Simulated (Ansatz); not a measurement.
Reaction (formal exchange of groups at a Te–Si bond): `C[SiH2][Te][SiH3]` + `CCl` → `[SiH3][Te]CCl` + `C[SiH3]`

Gas-phase electronic energies from Ansatz, PBE0-D4/def2-TZVP geometries. CBS: MP2 limit from def2 TZ/QZ plus the TZ coupled-cluster correction, frozen cores. This one scheme is used for every species. DFT in def2-TZVPP. B3LYP here is the variant with VWN-RPA as its local correlation; programs differ in this. HSE06 is defined as in plane-wave codes. def2 core potentials past Kr. For Te outer-core shells are correlated without core-valence functions, which leaves a few kJ/mol of doubt a bond. Each species was taken in one conformer, which may not be the lowest.

| level | ΔE (eV) |
| --- | --- |
| BLYP-D4 | 1.11 |
| ωB97X-V | 1.21 |
| B3LYP | 1.14 |
| HSE06 | 1.25 |
| CAM-B3LYP | 1.15 |
| MP2/def2-SVP | 1.24 |
| HF/def2-QZVPP | 1.25 |
| SCS-MP2/def2-QZVPP | 1.18 |

Task: What does CCSD(T)/CBS give? (Estimate.)

Result: Computed: +1.20 eV. The listed levels differ from it by -0.09, 0.01, -0.06, 0.05, -0.05, 0.04, 0.05, -0.02 eV.

Largest T1 diagnostic among the species: 0.010.

The D4 term adds +0.04 eV with B3LYP and +0.03 eV with PBE0; it sums over pairs of atoms, weighted by their polarisabilities, and B3LYP, whose exchange is more repulsive, gets the larger term. Leaving LDA and LC-ωPBE aside and taking each functional with its dispersion term where it has one, the values, not all of them listed here, spread over 0.19 eV, from BLYP-D4 to r2SCAN0-D4.
